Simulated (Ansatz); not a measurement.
Input:

```yaml
crystal:
  periodic: [false, false, false]
  atoms:
    - { symbol: C, position_ang: [-1.8531, -0.1926, 0.0364] }
    - { symbol: B, position_ang: [-0.4767, -0.2781, -0.657] }
    - { symbol: C, position_ang: [0.8117, 0.1426, 0.1261] }
    - { symbol: "N", position_ang: [1.8197, -0.9917, 0.2378] }
    - { symbol: Se, position_ang: [1.7278, 1.582, -0.8397] }
    - { symbol: H, position_ang: [-2.6846, -0.4672, -0.6877] }
    - { symbol: H, position_ang: [-1.9097, -0.7786, 0.9391] }
    - { symbol: H, position_ang: [-2.048, 0.9275, 0.2959] }
    - { symbol: H, position_ang: [-0.3819, -0.6629, -1.7211] }
    - { symbol: H, position_ang: [0.5756, 0.5022, 1.1806] }
    - { symbol: H, position_ang: [1.4134, -1.74258, -0.46553] }
    - { symbol: H, position_ang: [2.70985, -0.69529, -0.13669] }
    - { symbol: H, position_ang: [0.5152, 2.576, -0.5342] }
basis:
  gaussian: { orbitals: def2-SVP }
hamiltonian:
  xc: b3lyp
relax:
  f_tol: 0.015
  max_steps: 40
output:
  orbitals: {}
```

Launched with:

```bash
$ ansatz run input.yaml --threads 2 --pin off --max-ram 3072MiB --backend cpu --events-out ev --progress --plain --runs-dir out
```

Hardware: 2 threads of Arm Neoverse V1, on a shared host.

Problem. Roughly how long does this run take, and how much memory?

Solution. 89 s, with a peak of 0.34 GiB, for 18 ionic steps.
